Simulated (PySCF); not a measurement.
H6BrSbSi2, singlet, geometry from GFN2-xTB (all electrons, no relativity), with bond 10-7 at 1.8 times its length; CASSCF(4,6)/STO-3G (PySCF).

Here is a job for PySCF.
```python
from pyscf import gto, scf, mcscf
import numpy

mol = gto.M(
    atom='''
Sb   -0.07986799   -0.07870628    0.86127553
Br   -0.90754336   -0.96958517   -1.39363737
Si   -0.36208270    2.38061146    0.14898763
H     0.21393796    2.71127110   -1.14960841
H     0.29739812    3.16678417    1.18799829
H    -1.78536626    2.70005807    0.14536813
Si    2.39611899   -0.22623721    0.16672865
H     2.71380048    0.40760744   -1.10824740
H     2.78188182   -1.63208658    0.12046116
H     3.73353001    0.96331945    2.09187774
''',
    basis='sto-3g',
    verbose=4,
)

mf = scf.RHF(mol)
mf.kernel()
mc = mcscf.CASSCF(mf, 6, 4)
mc.fix_spin_(ss=0.0)
mc.kernel()
occ = numpy.linalg.eigvalsh(mc.fcisolver.make_rdm1(mc.ci, mc.ncas, mc.nelecas))[::-1]
ss = mc.fcisolver.spin_square(mc.ci, mc.ncas, mc.nelecas)[0]
print('natural occupations', occ.round(4), ' <S^2>', round(ss, 4))
```

Task: Predict the main parts of the log of this PySCF run.

Result: 
```
PySCF version 2.14.0

[INPUT] verbose = 4
[INPUT] num. atoms = 10
[INPUT] num. electrons = 120
[INPUT] charge = 0
[INPUT] spin (= nelec alpha-beta = 2S) = 0
[INPUT] symmetry False subgroup None
[INPUT] Mole.unit = angstrom
[INPUT] Symbol           X                Y                Z      unit          X                Y                Z       unit  Magmom
[INPUT]  1 Sb    -0.079867990000  -0.078706280000   0.861275530000 AA   -0.150928627220  -0.148733313483   1.627574869490 Bohr   0.0
[INPUT]  2 Br    -0.907543360000  -0.969585170000  -1.393637370000 AA   -1.715008396568  -1.832250425740  -2.633592946259 Bohr   0.0
[INPUT]  3 Si    -0.362082700000   2.380611460000   0.148987630000 AA   -0.684237137443   4.498703668401   0.281545816648 Bohr   0.0
[INPUT]  4 H      0.213937960000   2.711271100000  -1.149608410000 AA    0.404284152048   5.123559828448  -2.172445045397 Bohr   0.0
[INPUT]  5 H      0.297398120000   3.166784170000   1.187998290000 AA    0.562000996761   5.984354776908   2.244991404552 Bohr   0.0
[INPUT]  6 H     -1.785366260000   2.700058070000   0.145368130000 AA   -3.373853263439   5.102370272722   0.274705952940 Bohr   0.0
[INPUT]  7 Si     2.396118990000  -0.226237210000   0.166728650000 AA    4.528008652969  -0.427526366086   0.315071485618 Bohr   0.0
[INPUT]  8 H      2.713800480000   0.407607440000  -1.108247400000 AA    5.128339663913   0.770266427935  -2.094284064261 Bohr   0.0
[INPUT]  9 H      2.781881820000  -1.632086580000   0.120461160000 AA    5.256994750707  -3.084196647778   0.227638601047 Bohr   0.0
[INPUT] 10 H      3.733530010000   0.963319450000   2.091877740000 AA    7.055349196745   1.820409930967   3.953076014674 Bohr   0.0

nuclear repulsion = 940.914063815326
number of shells = 35
number of NR pGTOs = 207
number of NR cGTOs = 69
basis = sto-3g
ecp = {}

******** <class 'pyscf.scf.hf.RHF'> ********
method = RHF
initial guess = minao
damping factor = 0
level_shift factor = 0
DIIS = <class 'pyscf.scf.diis.CDIIS'>
diis_start_cycle = 1
diis_space = 8
diis_damp = 0
SCF conv_tol = 1e-09
SCF conv_tol_grad = None
SCF max_cycles = 50
direct_scf = True
direct_scf_tol = 1e-13
Set gradient conv threshold to 3.16228e-05
Initial guess from minao.
init E= -9347.38290561108
  HOMO = -0.432994240090825  LUMO = -0.3738858024825  gap/eV = 1.60842
cycle= 1 E= -9369.74012269167  delta_E= -22.4  |g|= 0.918  |ddm|= 3.94
  HOMO = 0.0145193894776279  LUMO = 0.0280776526091373  gap/eV = 0.36894
cycle= 2 E= -9369.29431494268  delta_E= 0.446  |g|= 0.877  |ddm|= 5.02
  HOMO = -0.0831369974381465  LUMO = 0.0727710443755313  gap/eV = 4.24247
cycle= 3 E= -9370.5076839879  delta_E= -1.21  |g|= 0.281  |ddm|= 3.88
  HOMO = -0.183732241591976  LUMO = 0.116966080985824  gap/eV = 8.18242
cycle= 4 E= -9370.56863745441  delta_E= -0.061  |g|= 0.123  |ddm|= 0.769
  HOMO = -0.222037979479565  LUMO = 0.124280749897853  gap/eV = 9.42381
cycle= 5 E= -9370.58357766312  delta_E= -0.0149  |g|= 0.0554  |ddm|= 0.417
  HOMO = -0.214158932724288  LUMO = 0.127984415017019  gap/eV = 9.31019
cycle= 6 E= -9370.5853393082  delta_E= -0.00176  |g|= 0.0266  |ddm|= 0.114
  HOMO = -0.216948052510585  LUMO = 0.127298427351227  gap/eV = 9.36742
cycle= 7 E= -9370.58616146926  delta_E= -0.000822  |g|= 0.0047  |ddm|= 0.126
  HOMO = -0.216368811359538  LUMO = 0.130409609496328  gap/eV = 9.43632
cycle= 8 E= -9370.58618401706  delta_E= -2.25e-05  |g|= 0.000927  |ddm|= 0.0185
  HOMO = -0.216533030349527  LUMO = 0.130645145415073  gap/eV = 9.44720
cycle= 9 E= -9370.58618503088  delta_E= -1.01e-06  |g|= 0.000205  |ddm|= 0.0039
  HOMO = -0.21653901247783  LUMO = 0.130591224202893  gap/eV = 9.44589
cycle= 10 E= -9370.58618508083  delta_E= -4.99e-08  |g|= 2.98e-05  |ddm|= 0.000897
  HOMO = -0.216537410472512  LUMO = 0.130593077433749  gap/eV = 9.44590
cycle= 11 E= -9370.5861850819  delta_E= -1.07e-09  |g|= 7.26e-06  |ddm|= 0.000139
  HOMO = -0.216537320894008  LUMO = 0.13059265483991  gap/eV = 9.44589
cycle= 12 E= -9370.58618508206  delta_E= -1.62e-10  |g|= 1.32e-06  |ddm|= 3.41e-05
  HOMO = -0.216537336477083  LUMO = 0.130592764569812  gap/eV = 9.44589
Extra cycle  E= -9370.58618508205  delta_E= 1.27e-11  |g|= 5.26e-07  |ddm|= 4.73e-06
converged SCF energy = -9370.58618508205

******** <class 'pyscf.mcscf.mc1step.CASSCF'> ********
CAS (2e+2e, 6o), ncore = 58, nvir = 5
max_cycle_macro = 50
max_cycle_micro = 4
conv_tol = 1e-07
conv_tol_grad = None
orbital rotation max_stepsize = 0.02
orbital rotation threshold for CI restart = 0.01
augmented hessian ah_max_cycle = 30
augmented hessian ah_conv_tol = 1e-12
augmented hessian ah_linear dependence = 1e-14
augmented hessian ah_level shift = 1e-08
augmented hessian ah_start_tol = 2.5
augmented hessian ah_start_cycle = 3
augmented hessian ah_grad_trust_region = 3
kf_trust_region = 3
kf_interval = 4
ci_response_space = 4
ci_grad_trust_region = 3
with_dep4 0
natorb = False
canonicalization = True
sorting_mo_energy = False
ao2mo_level = 2
internal_rotation = False
******** <class 'pyscf.fci.addons.SpinPenaltyFCISolver'> ********
max. cycles = 50
conv_tol = 1e-08
davidson only = True
linear dependence = 1e-12
level shift = 0.001
max iter space = 12
nroots = 1
pspace_size = 400
spin = None
CASCI E = -9370.67439066687  S^2 = 0.0000000
Set conv_tol_grad to 0.000316228
macro iter   1 ( 21 JK    4 micro), CASSCF E = -9370.68950485121  dE = -1.51141843e-02  S^2 = 0.0000000
               |grad[o]|=0.0652  |grad[c]|=0.0208  |ddm|=0.0613  |maxRot[o]|= 0.12
macro iter   2 ( 21 JK    4 micro), CASSCF E = -9370.69106165762  dE = -1.55680641e-03  S^2 = 0.0000000
               |grad[o]|=0.0155  |grad[c]|=0.00755  |ddm|=0.00866  |maxRot[o]|=0.0951
macro iter   3 ( 21 JK    4 micro), CASSCF E = -9370.69272035940  dE = -1.65870178e-03  S^2 = 0.0000000
               |grad[o]|=0.00807  |grad[c]|=0.0169  |ddm|=0.0126  |maxRot[o]|=0.213
macro iter   4 ( 21 JK    4 micro), CASSCF E = -9370.69509163818  dE = -2.37127878e-03  S^2 = 0.0000000
               |grad[o]|=0.00764  |grad[c]|=0.0439  |ddm|=0.0354  |maxRot[o]|=0.172
macro iter   5 ( 21 JK    4 micro), CASSCF E = -9370.69717423818  dE = -2.08260000e-03  S^2 = 0.0000000
               |grad[o]|=0.00769  |grad[c]|=0.0118  |ddm|=0.00578  |maxRot[o]|=0.158
macro iter   6 ( 21 JK    4 micro), CASSCF E = -9370.69757693224  dE = -4.02694061e-04  S^2 = 0.0000000
               |grad[o]|=0.00453  |grad[c]|=0.0117  |ddm|=0.0159  |maxRot[o]|=0.0876
macro iter   7 ( 21 JK    4 micro), CASSCF E = -9370.69760394752  dE = -2.70152850e-05  S^2 = 0.0000000
               |grad[o]|=0.00324  |grad[c]|=0.00735  |ddm|=0.0102  |maxRot[o]|=0.099
macro iter   8 ( 21 JK    4 micro), CASSCF E = -9370.69757962763  dE =  2.43198938e-05  S^2 = 0.0000000
               |grad[o]|=0.00318  |grad[c]|=0.00645  |ddm|=0.0103  |maxRot[o]|=0.0349
macro iter   9 ( 21 JK    4 micro), CASSCF E = -9370.69788190296  dE = -3.02275326e-04  S^2 = 0.0000000
               |grad[o]|=0.00305  |grad[c]|=0.00236  |ddm|=0.00767  |maxRot[o]|=0.0511
macro iter  10 ( 20 JK    4 micro), CASSCF E = -9370.69791070910  dE = -2.88061401e-05  S^2 = 0.0000000
               |grad[o]|=0.00224  |grad[c]|=0.00383  |ddm|=0.00568  |maxRot[o]|=0.0995
macro iter  11 ( 21 JK    4 micro), CASSCF E = -9370.69808797127  dE = -1.77262171e-04  S^2 = 0.0000000
               |grad[o]|=0.0022  |grad[c]|=0.0109  |ddm|=0.00669  |maxRot[o]|=0.112
macro iter  12 ( 20 JK    4 micro), CASSCF E = -9370.69813293813  dE = -4.49668642e-05  S^2 = 0.0000000
               |grad[o]|=0.00203  |grad[c]|=0.00565  |ddm|=0.0073  |maxRot[o]|=0.0259
macro iter  13 ( 14 JK    4 micro), CASSCF E = -9370.69809850885  dE =  3.44292839e-05  S^2 = 0.0000000
               |grad[o]|=0.00137  |grad[c]|=0.00232  |ddm|=0.00487  |maxRot[o]|=0.0144
macro iter  14 ( 19 JK    4 micro), CASSCF E = -9370.69821971144  dE = -1.21202598e-04  S^2 = 0.0000000
               |grad[o]|=0.00153  |grad[c]|=0.00104  |ddm|=0.00229  |maxRot[o]|=0.0449
macro iter  15 ( 12 JK    4 micro), CASSCF E = -9370.69823331072  dE = -1.35992741e-05  S^2 = 0.0000000
               |grad[o]|=0.000567  |grad[c]|=0.000599  |ddm|=0.00224  |maxRot[o]|=0.0112
macro iter  16 (  8 JK    2 micro), CASSCF E = -9370.69823801020  dE = -4.69947918e-06  S^2 = 0.0000000
               |grad[o]|=0.000279  |grad[c]|=0.000145  |ddm|=0.000891  |maxRot[o]|=0.00923
macro iter  17 (  7 JK    1 micro), CASSCF E = -9370.69823855518  dE = -5.44983777e-07  S^2 = 0.0000000
               |grad[o]|=9.3e-05  |grad[c]|=0.00019  |ddm|=0.000286  |maxRot[o]|=0.00469
macro iter  18 (  7 JK    1 micro), CASSCF E = -9370.69823863123  dE = -7.60501280e-08  S^2 = 0.0000000
               |grad[o]|=4.68e-05  |grad[c]|=0.000105  |ddm|=9.88e-05  |maxRot[o]|=0.0114
macro iter  19 (  5 JK    1 micro), CASSCF E = -9370.69823865018  dE = -1.89484126e-08  S^2 = 0.0000000
               |grad[o]|=4.31e-05  |grad[c]|=4.35e-05  |ddm|=2.88e-05  |maxRot[o]|=0.0058
1-step CASSCF converged in  19 macro (322 JK  65 micro) steps
CASSCF canonicalization
Density matrix diagonal elements [1.92249128 1.60948778 0.40873369 0.04656087 0.00766414 0.00506225]
CASSCF energy = -9370.69823865018
CASCI E = -9370.69823865018  E(CI) = -2.58810268139860  S^2 = 0.0000000
natural occupations [1.9642e+00 1.5711e+00 4.2890e-01 3.5500e-02 2.0000e-04 1.0000e-04]  <S^2> 0.0
```
